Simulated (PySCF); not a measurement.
## Basis-set dependence of excited states

C2H9NSi2.
SMILES: `C1N[SiH2]C[SiH2]1`

TDDFT with PBE0 (PySCF), vertical singlets, core orbitals frozen in the response, spherical d and f functions. Geometry: PBE0-D3(BJ)/def2-SVP, one conformer, isolated molecule.

Q: How do the low singlets change with the basis? Take 6-31G*, 6-31+G*, def2-SVP, def2-SVPD, aug-cc-pVDZ, def2-TZVP and def2-TZVPD.

A: 

| basis | functions | diffuse | S1 (eV) | S2 (eV) | S3 (eV) | S4 (eV) | S5 (eV) | LUMO (eV) | α (au) |
| --- | --- | --- | --- | --- | --- | --- | --- | --- | --- |
| 6-31G* | 96 | no | 6.01 | 6.42 | 6.69 | 7.19 | 7.70 | 0.96 | 68.6 |
| 6-31+G* | 116 | yes | 5.29 | 5.77 | 6.07 | 6.43 | 6.63 | -0.10 | 77.3 |
| def2-SVP | 123 | no | 6.08 | 6.41 | 6.78 | 7.08 | 7.75 | 0.91 | 73.1 |
| def2-SVPD | 180 | yes | 5.63 | 6.08 | 6.45 | 6.64 | 7.01 | 0.24 | 83.2 |
| aug-cc-pVDZ | 204 | yes | 5.23 | 5.73 | 5.99 | 6.16 | 6.31 | -0.23 | 85.2 |
| def2-TZVP | 221 | no | 5.77 | 6.10 | 6.43 | 6.78 | 7.22 | 0.45 | 80.4 |
| def2-TZVPD | 278 | yes | 5.43 | 5.88 | 6.19 | 6.41 | 6.72 | -0.01 | 84.5 |

States are compared by their number. Against the largest diffuse basis here (def2-TZVPD, itself not a converged limit), sets without diffuse functions differ by up to 0.65 eV in S1 and 1.02 eV in S5; the smaller diffuse sets differ by up to 0.20 and 0.42 eV. State by state, the largest deviation of a set without diffuse functions is S1 0.65, S2 0.55, S3 0.59, S4 0.78, S5 1.02 eV. The same number needn't mean the same state in each row. Against def2-TZVPD the polarisability deviates by -19% in 6-31G*, -9% in 6-31+G*, -13% in def2-SVP, -1% in def2-SVPD, +1% in aug-cc-pVDZ, -5% in def2-TZVP. A single + in a Pople set puts diffuse functions on heavy atoms only.

Without π bonds the low states may be Rydberg-like; a valence basis with one diffuse set may place them up to an eV too high.
